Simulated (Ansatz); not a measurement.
## A ladder of methods for SnS (SMILES [S][Sn])

The species is SnS (2 atoms), meant as a singlet with charge 0. SMILES: `[S][Sn]`. Geometry: the measured bond length.

```xyz
2

S     0.0000    0.0000    0.0000
Sn    0.0000    0.0000    2.2090
```

Quantity: the energy change with the S1–Sn2 bond stretched from 2.209 to 3.314 Å, in eV. The values are calculated.

```
                        level                    kind  program  value (eV)  less FCI/STO-3G  CPU time (all runs)
       HF/STO-3G (restricted)            Hartree–Fock   Ansatz        6.32            +1.64                1.8 s
   r2SCAN/STO-3G (restricted)                meta-GGA   Ansatz        6.16            +1.48                 19 s
    B3LYP/STO-3G (restricted)           global hybrid   Ansatz        6.27            +1.59                5.4 s
    BHLYP/STO-3G (restricted)           global hybrid   Ansatz        7.05            +2.37                  4 s
  r2SCAN0/STO-3G (restricted)         hybrid meta-GGA   Ansatz        6.87            +2.19                 12 s
CAM-B3LYP/STO-3G (restricted)  range-separated hybrid   Ansatz        7.13            +2.45                4.8 s
   B2PLYP/STO-3G (restricted)           double hybrid   Ansatz        6.72            +2.04                7.8 s
     CCSD/STO-3G (restricted)   coupled cluster or CI   Ansatz        7.59            +2.91                  3 s
                   FCI/STO-3G      exact in the basis   Ansatz        4.68             0.00                5.6 s
```

FCI/STO-3G is exact within its basis and frozen core, so for wave-function methods in that basis the difference is their error; functionals converge differently with the basis, so for them it is only a difference. A spin-restricted reference rises too steeply as a bond breaks; here HF/STO-3G, r2SCAN/STO-3G, B3LYP/STO-3G, BHLYP/STO-3G, r2SCAN0/STO-3G, CAM-B3LYP/STO-3G, B2PLYP/STO-3G, CCSD/STO-3G lie well above the multireference or unrestricted value. All-electron rows without a relativistic Hamiltonian named are non-relativistic. The first shape isn't each level's own minimum. The values span 4.68 to 7.59 eV. All rows use very small basis sets, so none should be taken for the real molecule's value. In the correlated wave-function rows the outer d shell of Sn is correlated, in sets not made for it. In so small a basis fixed costs decide the times, and correlated methods can beat functionals. Times are those of the runs behind each value, whatever else they computed, on shared processors of several kinds: orders of magnitude only.
